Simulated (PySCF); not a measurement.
# Electron correlation in N²⁺ (nitrogen, charge +2)

[He] 2s1 2p1 3d1, one real determinant (an excited configuration). Computed with PySCF 2.14 in aug-cc-pwCVDZ (5s4p2d, 27 functions), with no relativity, point nucleus. Frozen: nothing; 5 electrons correlated.

```tsv
level	correlation energy (mhartree)
CCSD	-45.69
(T)	-4.85
CCSD(T)	-50.54
```

Diagnostics: T1 = 0.0072, D1 = 0.0189, largest double amplitude 0.517.

Q: Is a single reference adequate?

A: Not fully. The real determinant used has ⟨L²⟩ near 8 against 12 for a pure F term, so it mixes terms. The outer electron is Rydberg-like, and this basis confines it to a smaller radius and binds it less than a complete one would. A double-excitation amplitude exceeds 0.15, a sign of near-degeneracy.

The reference is one real determinant that mixes LS terms of this configuration.
